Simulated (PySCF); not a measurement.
CH8ClNSi2, SMILES C[Si@@](N)([SiH3])Cl. Atoms are numbered in the order given.

```xyz
13

C     -1.2086    -1.3661     1.1101
Si    -0.3031     0.0500     0.2852
N     -0.8359     1.5349     0.9874
Si     2.0331    -0.0418     0.4165
Cl    -0.7266    -0.0947    -1.7876
H     -0.9978    -1.3836     2.1910
H     -0.9043    -2.3287     0.6718
H     -2.2966    -1.2608     0.9660
H     -0.3848     2.4041     0.7149
H     -1.8314     1.6869     1.1332
H      2.6157     1.1819    -0.2118
H      2.4942    -0.1102     1.8365
H      2.5410    -1.2424    -0.3095
```

Coordinates come from a B3LYP-D3(BJ)/def2-SVP optimisation. The structure was generated by enumeration; whether it is a known compound was not checked. The values are those of a single conformer.

Calculation: TDDFT-M06-2X/def2-SVPD (PySCF 2.14.0).

Vertical excitations. 

```csv
state,energy (eV),λ (nm),f,main pairs
S1,6.78,183,0.016,"HOMO→LUMO 32 %, HOMO−1→LUMO 29 %, HOMO→LUMO+1 12 %, HOMO→LUMO+2 11 %"
S2,6.91,179,0.035,"HOMO→LUMO+1 64 %, HOMO→LUMO+2 16 %"
S3,7.15,173,0.096,"HOMO→LUMO+2 38 %, HOMO−1→LUMO 28 %, HOMO−1→LUMO+2 9 %"
S4,7.32,169,0.085,"HOMO→LUMO 57 %, HOMO→LUMO+1 15 %, HOMO→LUMO+2 11 %"
S5,7.59,163,0.042,"HOMO−1→LUMO+1 52 %, HOMO−1→LUMO+2 29 %"
S6,7.82,159,0.013,"HOMO−1→LUMO+2 31 %, HOMO−1→LUMO+1 18 %, HOMO−1→LUMO+3 15 %, HOMO−1→LUMO 11 %"
S7,7.89,157,0.366,"HOMO→LUMO+3 45 %, HOMO→LUMO+4 23 %, HOMO−1→LUMO+2 7 %"
S8,8.09,153,0.046,"HOMO−2→LUMO+2 37 %, HOMO−2→LUMO+1 31 %, HOMO−2→LUMO 9 %"
S9,8.20,151,0.004,"HOMO→LUMO+4 40 %, HOMO→LUMO+3 20 %, HOMO−1→LUMO+4 13 %"
S10,8.29,149,0.019,"HOMO−1→LUMO+4 33 %, HOMO→LUMO+6 13 %, HOMO→LUMO+7 9 %, HOMO→LUMO+3 8 %"
T1,6.21,200,0,HOMO→LUMO+1 74 %
T2,6.39,194,0,"HOMO→LUMO+2 64 %, HOMO→LUMO 14 %"
T3,6.63,187,0,"HOMO−1→LUMO 50 %, HOMO−1→LUMO+1 17 %"
T4,7.10,175,0,"HOMO→LUMO+4 26 %, HOMO→LUMO+3 20 %, HOMO→LUMO 16 %, HOMO−1→LUMO+2 11 %"
```
Triplets are in the Tamm–Dancoff approximation, which puts them higher than full response would, so one can lie above its singlet here.
